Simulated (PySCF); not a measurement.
**MgSn at ROHF-MP2**

Level: ROHF-MP2. PySCF, scalar-relativistic core potentials, basis sets Mg aug-cc-pVDZ, Sn aug-cc-pVDZ-PP with ECP28.

| Item | Value |
| --- | --- |
| state | ³Σ⁻ (triplet), unpaired electrons π ↑↑ |
| bond length | 2.782 Å |
| harmonic wavenumber | 220 cm⁻¹ |
| force constant | 0.569 mdyn/Å |
| rotational constant Be | 0.1090 cm⁻¹ |
| anharmonicity ωexe | 1.96 cm⁻¹ |
| vibration–rotation constant αe | 0.000968 cm⁻¹ |
| well depth De to Mg + Sn | 0.73 eV |
| dissociation energy D0 | 0.72 eV |

Correlated steps freeze 5 core orbitals. Correlated levels converge slowly with the basis: in double zeta they bind strong bonds too weakly, by up to about 1 eV, and carry superposition errors of some tenths. These are scalar-relativistic numbers at best; spin–orbit coupling would shift them, the dissociation energy most. The state is the lowest determinant that a PBE0 search found; another state may lie lower at other levels.
